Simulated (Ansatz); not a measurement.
Geometry optimisation, RKS r2SCAN-D4/def2-SVP (Ansatz).

The input (input.yaml):

```yaml
crystal:
  periodic: [false, false, false]
  atoms:
    - { symbol: Zn, position_ang: [-0.4771, 0.0335, 0.3563] }
    - { symbol: F, position_ang: [0.3808, -0.1035, -1.586] }
    - { symbol: O, position_ang: [-0.7233, -1.5181, 1.0535] }
    - { symbol: H, position_ang: [0.9929, 0.9192, -1.5213] }
    - { symbol: Br, position_ang: [1.1291, 2.3119, -0.1067] }
    - { symbol: H, position_ang: [-1.3023, -1.643, 1.8043] }
basis:
  gaussian: { orbitals: def2-SVP }
hamiltonian:
  xc: r2scan
  dispersion: d4
relax:
  f_tol: 0.15
  max_steps: 25
  restrain:
    - { distance: [0, 4], at: 2.42, k: 30.0 }
    - { distance: [3, 1], at: 0.88, k: 30.0 }
    - { distance: [0, 1], at: 3.09, k: 30.0 }
    - { distance: [3, 4], at: 2.81, k: 30.0 }
output:
  orbitals: {}
```

Run as:

```bash
$ ansatz run input.yaml --threads 2 --pin off --max-ram 3072MiB --backend cpu --events-out ev --progress --plain --runs-dir out
```

Task: Where does it end, and by what steps?

Result: It converged. The restraints hold the end off the free minimum. After 7 steps the energy has fallen by 0.837 eV (the restraints' own energy left out); F2 moved furthest, 0.66 Å. Parted: Zn1–F2. Joined: F2–H4.

```tsv
step	energy less start (eV)	largest force component (eV/Å)	accepted
0	0.0000	2.466	yes
1	-0.3679	2.156	yes
2	-0.4648	2.775	yes
3	-0.6772	2.536	yes
4	-0.8173	1.200	yes
5	-0.8356	1.225	yes
6	-0.7279	2.633	no
7	-0.8370	1.229	yes
```

```xyz
6
Properties=species:S:1:pos:R:3
Zn -0.180 0.100 0.783
F 0.683 -0.090 -2.167
O -0.824 -1.493 1.178
H 1.001 0.759 -2.044
Br 0.758 2.236 0.329
H -1.438 -1.512 1.921
```

Run time: 54 s on 2 threads of Arm Neoverse N1, on a shared host, peak memory 0.17 GiB.
